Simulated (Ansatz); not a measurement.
`O[SiH2][SiH](O)F` + H₂S → `O[SiH](F)S` + `O[SiH3]`  (cleavage of the Si–Si bond)

Gas-phase electronic energies from Ansatz, PBE0-D4/def2-TZVP geometries. CBS: MP2 limit from def2 TZ/QZ plus the TZ coupled-cluster correction, frozen cores. This one scheme is used for every species. DFT in def2-TZVPP. B3LYP here is the variant with VWN-RPA as its local correlation; programs differ in this. One conformer a species, not always the lowest.

`O[SiH2][SiH](O)F`:

```xyz
10

O     0.846   -1.496   -0.438
Si   -0.219   -0.384   -1.066
Si   -0.364    1.099    0.753
O     0.177    0.260    2.048
F     0.568    2.369    0.464
H     1.127   -2.227   -0.989
H    -1.525   -1.021   -1.403
H     0.311    0.227   -2.318
H    -1.697    1.641    1.100
H     0.775   -0.466    1.849
```

H₂S:

```xyz
3

S    -0.059    0.529    0.318
H     0.031    0.234   -0.988
H     0.027   -0.763    0.670
```

`O[SiH](F)S`:

```xyz
7

O    -0.609    1.004    1.180
Si    0.305   -0.020    0.311
F     1.403    0.740   -0.558
S    -0.945   -1.080   -1.039
H    -1.244    1.556    0.719
H     1.027   -0.861    1.278
H     0.062   -1.339   -1.890
```

`O[SiH3]`:

Cartesian coordinates in Å:
```
O 0.201 -1.233 -0.288
Si -0.068 0.304 0.244
H 0.319 -1.366 -1.229
H 1.066 1.208 -0.093
H -0.212 0.205 1.714
H -1.306 0.882 -0.348
```

```
             level  ΔE (kJ/mol)
       LDA (SPW92)        -71.9
          B3LYP-D4        -78.3
           ωB97M-V        -86.1
CCSD(T)/def2-TZVPP        -82.8
```

**Question.** What does CCSD(T)/CBS give? (Best estimate.)

**Answer.** Ansatz gave: -83.7 kJ/mol. The listed levels differ from it by 11.8, 5.4, -2.4, 0.9 kJ/mol.

Largest T1 diagnostic among the species: 0.012.

From BLYP to BHLYP (50 % exact exchange), in def2-TZVPP and without D4, ΔE moves by −9.8 kJ/mol. Leaving LDA and LC-ωPBE aside and taking each functional with its dispersion term where it has one, the values, not all of them listed here, spread over 15.1 kJ/mol, from ωB97M-V to PBE-D4.
